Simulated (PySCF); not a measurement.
# Exercise with solution: entropy of an ideal gas

CH2F, SMILES [CH2]F, multiplicity 2.

Geometry: B3LYP-D3(BJ)/def2-TZVPD. The isomer is the one that the SMILES or the coordinates give; other isomers of the formula were not compared.

B3LYP-D3(BJ)/def2-TZVPD (PySCF) gives the harmonic wavenumbers 501, 1167, 1175, 1463, 3134, 3292 cm⁻¹ and the rotational temperatures 12.6680, 1.4799, 1.3342 K. The molar mass is 33.03 g/mol, the symmetry number 1, the spin multiplicity 2.

**Question.** Work out the entropy at 298.15 K and 1 atm in the rigid-rotor, harmonic-oscillator model.

**Answer.** 
Translation (Sackur–Tetrode at 1 atm): S = R[1.5 ln M + 2.5 ln T − 1.16487] = 152.4 J/(mol K).
Rotation: q = (√π/σ) T^1.5/√(θA θB θC) = 1820, S = R[ln q + 3/2] = 74.9 J/(mol K).
Vibration: with u = 1.4388 ν/T, each mode gives R[u/(e^u − 1) − ln(1 − e^−u)]:
```json
[
 {"ν (cm⁻¹)": "501", "modes": "1", "u": "2.42", "S (J/(mol K))": "2.74"},
 {"ν (cm⁻¹)": "1167", "modes": "1", "u": "5.63", "S (J/(mol K))": "0.20"},
 {"ν (cm⁻¹)": "1175", "modes": "1", "u": "5.67", "S (J/(mol K))": "0.19"},
 {"ν (cm⁻¹)": "1463", "modes": "1", "u": "7.06", "S (J/(mol K))": "0.06"}
]
```
The stiffer modes add less than 0.005 each. Sum 3.2 J/(mol K).
Spin: R ln 2 = 5.8 J/(mol K).
Total 236.2 J/(mol K); the program's own thermochemistry gives 236.2. Translation makes up 65 % and vibration 1 %. Anharmonicity, hindered rotation and orbital degeneracy are left out.
